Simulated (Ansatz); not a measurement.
Born–Oppenheimer molecular dynamics of C3H7NOSi (13 atoms, charge 0, multiplicity 1). It starts from a relaxed structure.

These are results of Ansatz, RKS BHLYP-D4/STO-3G, not measurements.

| Item | Value |
| --- | --- |
| ensemble | NVE (velocity Verlet) |
| time step | 0.25 fs |
| steps asked | 400 |
| starting velocities drawn for | 100 K |
| seed | 137299 |

First frame:

```xyz
13
Properties=species:S:1:pos:R:3
N 0.094 -3.007 -0.304
C 0.598 -1.817 -0.419
C -0.007 -0.484 -0.053
O -1.314 -0.435 0.460
C 0.671 0.661 -0.191
Si -0.056 2.299 0.260
H -0.881 -2.917 0.118
H 1.608 -1.740 -0.839
H -1.645 -1.387 0.427
H 1.683 0.591 -0.580
H -0.337 2.349 1.664
H 0.878 3.333 -0.066
H -1.272 2.519 -0.465
```

(1) What does the run give?

(2) What happens to the structure?

(3) How do temperature and energy run in time?

Results:

(1) All steps were run.

* steps done: 400
* time covered: 100 fs
* mean temperature over the second half: 55 K
* spread of the potential energy over the second half: 0.6 meV per atom
* mean potential energy of the second half above the start: 5.0 meV per atom

The conserved energy stayed within 0.0061 meV per atom of its start (net change 0.0045 meV per atom), so the integration is sound. Over the second half the temperature averaged 0.55 of the 100 K drawn at the start: a run that starts near a minimum puts about half its kinetic energy into the potential. A run of 0.1 ps of so small a system gives no equilibrium averages. Limits of this set-up: minimal basis.

(2) The same pairs are bonded in the first frame and the last. Pairs count as bonded within 1.25 times the sum of covalent radii (0.12 Å more for H–H). Another seed would give other details.

(3) 
| time (fs) | T (K) | potential energy less start (eV) | conserved less start (meV/atom) |
| --- | --- | --- | --- |
| 0 | 100 | 0.000 | 0.00 |
| 3.25 | 78 | 0.031 | 0.00 |
| 6.5 | 59 | 0.058 | 0.01 |
| 9.75 | 67 | 0.047 | 0.00 |
| 13 | 72 | 0.039 | 0.00 |
| 16.25 | 66 | 0.048 | 0.00 |
| 19.5 | 67 | 0.046 | 0.00 |
| 22.75 | 67 | 0.047 | 0.00 |
| 26 | 58 | 0.059 | 0.00 |
| 29.25 | 56 | 0.062 | 0.00 |
| 32.5 | 60 | 0.057 | 0.00 |
| 35.75 | 61 | 0.056 | 0.00 |
| 39 | 61 | 0.056 | 0.00 |
| 42.25 | 67 | 0.047 | 0.00 |
| 45.5 | 55 | 0.064 | 0.00 |
| 48.75 | 46 | 0.077 | 0.01 |
| 52 | 57 | 0.062 | 0.00 |
| 55.25 | 63 | 0.053 | 0.00 |
| 58.5 | 51 | 0.070 | 0.00 |
| 61.75 | 50 | 0.071 | 0.00 |
| 65 | 60 | 0.057 | 0.00 |
| 68.25 | 57 | 0.061 | 0.00 |
| 71.5 | 55 | 0.063 | 0.00 |
| 74.75 | 59 | 0.058 | 0.00 |
| 78 | 58 | 0.060 | 0.00 |
| 81.25 | 55 | 0.064 | 0.00 |
| 84.5 | 60 | 0.056 | 0.00 |
| 87.75 | 55 | 0.065 | 0.00 |
| 91 | 42 | 0.082 | 0.01 |
| 94.25 | 45 | 0.079 | 0.00 |
| 97.5 | 55 | 0.064 | 0.00 |

Time of the run: 8.3 min on 1 thread of Intel(R) Xeon(R) 6975P-C (Granite Rapids) (shared host), peak memory 0.12 GiB.
